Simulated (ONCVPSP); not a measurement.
**Cutoff test, Gd, ONCV**

| Item | Value |
| --- | --- |
| Element | gadolinium |
| Generator | ONCVPSP 4.0.1 |
| Type | optimised norm-conserving Vanderbilt (ONCV) |
| Functional | PBEsol |
| Relativity | scalar-relativistic |
| Frozen core | [Kr] 4d10 |
| Valence charge | 18 |
| Reference configuration | 4f7 5s2 5p6 5d1 6s1.5 6p0.5 |
| Partial waves | 5s+6s: rc 2.15 bohr, ncon 4, nbas 8, qcut 4.7 1/bohr, 2 projectors; 5p+6p: rc 2.15 bohr, ncon 4, nbas 7, qcut 7.4 1/bohr, 2 projectors; 5d: rc 3.15 bohr, ncon 3, nbas 8, qcut 4.4 1/bohr, 2 projectors, debl 0.6 Ha; 4f: rc 1.10 bohr, ncon 5, nbas 10, qcut 18.4 1/bohr, 2 projectors, debl 2.9 Ha |
| Local potential | polynomial inside 0.85 bohr (lpopt 5, dvloc0 1 Ha) |
| Core correction | Teter function, fcfact 5.75, rcfact 1.5 |

Q: For each optimised wave give the share of its norm inside rc, the residual kinetic energy above qcut (Ha) and the cutoffs (Ha) for errors of 10, 1, 0.1 and 0.01 mHa per electron.

A:

```csv
wave,norm inside rc,residual KE,10 mHa,1 mHa,0.1 mHa,0.01 mHa
5s,0.952,9.9e-05,5.5,8.7,11.8,36.7
6s,0.063,9.1e-05,2.7,8.3,11.3,29.7
5p,0.864,6.6e-08,5.8,14.3,18.3,21.3
6p,0.028,6.5e-09,3.5,6.2,15.3,19.3
5d,0.690,1.2e-06,5.0,6.5,7.9,9.0
d projector 2,0.114,3.1e-06,4.9,6.6,8.1,9.2
4f,0.765,9.3e-07,113.0,129.8,143.9,154.8
f projector 2,0.052,4.4e-07,102.3,124.1,141.2,154.3
```

The occupied waves need 130 Ha and 144 Ha for 1 and 0.1 mHa. Note: ghosts flagged at negative energy: s at -270.2 eV, p at -38.1 eV; GHOST(+) flagged for d at 38.4 eV. A true bound ghost makes a file unfit for plane-wave use.
